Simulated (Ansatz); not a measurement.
H₆Ge₂, charge +1, doublet, geometry from GFN2-xTB (a state made from the parent by changing its charge; the spin is typed, not shown lowest); PBE/STO-3G in Ansatz (a program for electronic structure).

The Ansatz input:
Ansatz 0.2 input:
```yaml
crystal:
  periodic: [false, false, false]
  atoms:
    - {symbol: Ge, position_ang: [-1.29469349, 0.13696748, -0.01998394]}
    - {symbol: Ge, position_ang: [1.29469349, -0.13696748, 0.01998394]}
    - {symbol: H, position_ang: [-1.73689031, -0.85395003, -1.06936281]}
    - {symbol: H, position_ang: [-1.48917906, 1.58565981, -0.39696865]}
    - {symbol: H, position_ang: [-1.70671536, -0.20986339, 1.39019260]}
    - {symbol: H, position_ang: [1.48981544, -1.57304716, 0.44218548]}
    - {symbol: H, position_ang: [1.74085897, 0.88657228, 1.03583544]}
    - {symbol: H, position_ang: [1.70211032, 0.16462850, -1.40188207]}
basis:
  gaussian:
    orbitals: STO-3G
hamiltonian:
  xc: pbe
total_charge: 1
magnetization: {spin_polarized: true, initial_magnetization: 1}
```

What the program printed (banner, timings and long lists left out):

```
Functional definition: PBE
443 factors; integrals over basis functions are off by at most 1.5e-5 eV
mean field evaluation 1: about -111753.3061 eV, gradient 1.1e2 eV
mean field evaluation 2: about -111779.9278 eV, gradient 4.8e1 eV
mean field evaluation 4: about -111802.7923 eV, gradient 5.1e0 eV
mean field evaluation 8: about -111803.0802 eV, gradient 7.2e-2 eV
mean field evaluation 16: about -111803.0571 eV, gradient 5.7e-5 eV
mean field evaluation 32: about -111802.2693 eV, gradient 4.1e-5 eV
mean field evaluation 64: about -111802.9654 eV, gradient 9.0e-1 eV
mean field -111803.05710194 eV, -4108.6865656623 hartree, gradient 1.3e-5 eV, S^2 0.750630; 6 other end points of the search recorded, 0 dependent functions left out
reference -111803.05712317 eV, -4108.6865664425 hartree; 35, 34 occupied and 7, 8 virtual orbitals, 443 factors
Total energy: -111803.05712317 eV, -4108.6865664425 hartree
```
